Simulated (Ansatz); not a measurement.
Reactions of C$_{2}$H$_{7}$FSi$_{2}$, SMILES `F[SiH2]C1C[SiH2]1`.

Program: Ansatz. Geometries: PBE0-D4/def2-TZVP. ΔE: electronic, gas phase. CCSD(T)/CBS is the MP2 limit (def2-TZVPP, def2-QZVPP) plus CCSD(T) − MP2 in def2-TZVPP, frozen cores. This one scheme is used for every species, atoms too. Functionals use def2-TZVPP. No spin–orbit coupling; open shells (•) take unrestricted orbitals. Spin–orbit coupling would lower the free atoms: a little for C, F, Si. Bonds to Se are less sure, by a few kJ/mol each and by 10 to 20 or more in all where they break to atoms, as the def2 sets lack core-valence functions. Scalar relativity is left out up to krypton. Each species was taken in one conformer, which may not be the lowest.

```tsv
reaction	CCSD(T)/CBS(def2) (kJ/mol)
`F[SiH2]C1C[SiH2]1` → `F[C@H]1C[Si@H]1[SiH3]`	247
`F[SiH2]C1C[SiH2]1` + `B1CO[SiH2]1` → `F[SiH2]B1CO[SiH2]1` + `C1C[SiH2]1`	?
`F[SiH2]C1C[SiH2]1` + H₂ → `C1C[SiH2]1` + `F[SiH3]`	7
`F[SiH2]C1C[SiH2]1` → `FC1C[SiH2]1` + `[SiH2]`	496
`F[SiH2]C1C[SiH2]1` → `C1C[SiH2]1` + `F[SiH]`	229
`F[SiH2]C1C[SiH2]1` → 2 C• + F• + 7 H• + 2 Si•	4352
`F[SiH2]C1C[SiH2]1` + `N[SiH2]S` → `N[SiH2]S[SiH2]F` + `C1C[SiH2]1`	?
`F[SiH2]C1C[SiH2]1` + H₂Se → `[SeH]C1C[SiH2]1` + `F[SiH3]`	65
`F[SiH2]C1C[SiH2]1` + `N[Si](F)(Cl)Cl` → `F[SiH2]N[Si](F)(Cl)Cl` + `C1C[SiH2]1`	-49
`F[SiH2]C1C[SiH2]1` → `FC1([SiH3])C[SiH2]1`	?
```

Fill in the missing values. (Estimate.)

The calculation gave: `F[SiH2]C1C[SiH2]1` + `B1CO[SiH2]1` → `F[SiH2]B1CO[SiH2]1` + `C1C[SiH2]1`: +36.4 kJ/mol; `F[SiH2]C1C[SiH2]1` + `N[SiH2]S` → `N[SiH2]S[SiH2]F` + `C1C[SiH2]1`: -51.6 kJ/mol; `F[SiH2]C1C[SiH2]1` → `FC1([SiH3])C[SiH2]1`: +260.4 kJ/mol.

Largest T1 diagnostic: 0.015, for `F[SiH]`.
